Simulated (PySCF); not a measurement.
I3Sb, SMILES [I][Sb+]([I])[I], charge +1, multiplicity 2.

Coordinates come from a PBE-D3(BJ)/def2-SVP optimisation. The def2 effective core potentials stand for the cores of I, Sb; spin–orbit coupling is left out.

Computed with ωB97X/def2-TZVP (PySCF).

Gas-phase values at a fixed geometry.

```yaml
total_energy: -1133.35503 hartree
point_group: C3v
"α spin, highest occupied and lowest empty level": -14.24 and -5.98 eV
"β spin, highest occupied and lowest empty level": -14.46 and -8.74 eV
dipole_moment_about_the_centre_of_nuclear_charge: 0.86 D
mean_static_polarisability: 156.5 bohr³ (23.19 Å³)
polarisability_principal_values: 88.9, 190.3, 190.3 bohr³
"⟨S²⟩": 0.783 (pure state 0.75)
```
